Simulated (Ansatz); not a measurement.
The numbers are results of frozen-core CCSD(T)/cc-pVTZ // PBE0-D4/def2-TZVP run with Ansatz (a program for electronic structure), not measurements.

Ansatz 0.2 input:
```yaml
crystal:
  periodic: [false, false, false]
  atoms:
    - { symbol: O, position_ang: [1.03266, -0.423065, 0.136532] }
    - { symbol: Si, position_ang: [-0.485484, -0.032318, -0.385614] }
    - { symbol: H, position_ang: [1.730519, 0.213617, -0.025876] }
    - { symbol: H, position_ang: [-0.895099, 1.321978, 0.104052] }
    - { symbol: H, position_ang: [-1.382596, -1.080214, 0.170907] }
basis:
  gaussian: { orbitals: cc-pVTZ }
correlation:
  method: ccsd_t
magnetization:
  spin_polarized: true
  initial_magnetization: 1
```

Output:

```
Functional definition: HF
614 factors; integrals over basis functions are off by at most 9.7e-4 eV
mean field evaluation 1: about -9945.5623 eV, gradient 2.4e1 eV
mean field evaluation 2: about -9945.5708 eV, gradient 2.4e1 eV
mean field evaluation 4: about -9947.9591 eV, gradient 2.2e0 eV
mean field evaluation 8: about -9948.0279 eV, gradient 2.3e-3 eV
mean field evaluation 16: about -9948.0130 eV, gradient 2.4e-1 eV
mean field evaluation 32: about -9943.1380 eV, gradient 2.0e-2 eV
mean field -9948.02787067 eV, -365.5832812315 hartree, gradient 6.2e-6 eV, S^2 0.754342; 0 other end points of the search recorded, 0 dependent functions left out
6 core orbitals not correlated
reference -9948.02787067 eV, -365.5832812315 hartree; 7, 6 occupied and 93, 94 virtual orbitals, 614 factors
second order -9.54681326 eV of doubles, -0.00000000 eV of singles
cycle   1  -9.77594936 eV  change   -2.3e-1 eV  update   7.1e-2
cycle   2  -10.04499592 eV  change   -2.7e-1 eV  update   2.3e-2
cycle   3  -10.11110056 eV  change   -6.6e-2 eV  update   1.3e-2
cycle   4  -10.10415511 eV  change    6.9e-3 eV  update   4.3e-3
cycle   5  -10.10463158 eV  change   -4.8e-4 eV  update   2.2e-3
cycle   6  -10.10508215 eV  change   -4.5e-4 eV  update   7.5e-4
cycle   7  -10.10495595 eV  change    1.3e-4 eV  update   2.8e-4
cycle   8  -10.10505342 eV  change   -9.7e-5 eV  update   1.0e-4
cycle   9  -10.10506460 eV  change   -1.1e-5 eV  update   3.7e-5
cycle  10  -10.10504833 eV  change    1.6e-5 eV  update   1.6e-5
cycle  11  -10.10505909 eV  change   -1.1e-5 eV  update   7.4e-6
perturbative correction -0.33242601 eV, -0.0122164307 hartree
Total energy: -9958.46535577 eV, -365.9668517344 hartree
```

Cost: about 20 core-seconds (a rough figure).
